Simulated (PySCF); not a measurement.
Input file for PySCF: D3(BJ) and D4 dispersion corrections on GaH5O2 (a complex).

```python
from pyscf import gto
from pyscf.dispersion import dftd3, dftd4

mol = gto.M(
    atom='''
    O    -0.44824870   -0.98185870    1.02826451
    Ga    0.38575375   -0.38299469   -0.43807130
    H    -0.36309947   -0.40264646    1.80230784
    H     0.24030760   -1.32181315   -1.67653740
    H     1.16036568    0.97718944   -0.36172285
    O    -0.31721363    0.59981417    3.45196668
    H     0.05647953    0.04445747    4.14515227
    H    -1.22197327    0.78529869    3.72688558
    ''',
    basis='def2-svp',
    charge=0, spin=0, verbose=0, max_memory=1800)
d3, d4 = {}, {}
for xc in ['hf', 'pbe', 'blyp', 'revpbe', 'tpss', 'r2scan', 'b3lyp', 'pbe0', 'bhlyp', 'camb3lyp', 'b2plyp']:
    d3[xc] = float(dftd3.DFTD3Dispersion(mol, xc=xc, version='d3bj', atm=False).get_dispersion()['energy'])
    print(f'D3(BJ) {xc:10s} {d3[xc]:14.8f} Eh')
for xc in ['hf', 'pbe', 'blyp', 'revpbe', 'tpss', 'r2scan', 'b3lyp', 'pbe0', 'bhlyp', 'camb3lyp', 'b2plyp']:
    d4[xc] = float(dftd4.DFTD4Dispersion(mol, xc={'camb3lyp': 'cam-b3lyp'}.get(xc, xc), atm=True).get_dispersion()['energy'])
    print(f'D4     {xc:10s} {d4[xc]:14.8f} Eh')
```

The log:

```
D3(BJ) hf            -0.02491880 Eh
D3(BJ) pbe           -0.00298632 Eh
D3(BJ) blyp          -0.00633013 Eh
D3(BJ) revpbe        -0.00736572 Eh
D3(BJ) tpss          -0.00377995 Eh
D3(BJ) r2scan        -0.00087790 Eh
D3(BJ) b3lyp         -0.00520388 Eh
D3(BJ) pbe0          -0.00262284 Eh
D3(BJ) bhlyp         -0.00415450 Eh
D3(BJ) camb3lyp      -0.00243324 Eh
D3(BJ) b2plyp        -0.00247034 Eh
D4     hf            -0.01087113 Eh
D4     pbe           -0.00320869 Eh
D4     blyp          -0.00692673 Eh
D4     revpbe        -0.00943502 Eh
D4     tpss          -0.00431500 Eh
D4     r2scan        -0.00082846 Eh
D4     b3lyp         -0.00512890 Eh
D4     pbe0          -0.00273871 Eh
D4     bhlyp         -0.00394208 Eh
D4     camb3lyp      -0.00279218 Eh
D4     b2plyp        -0.00225541 Eh
```

The run finished.

Cost: about 0.020 core-seconds (a rough figure).
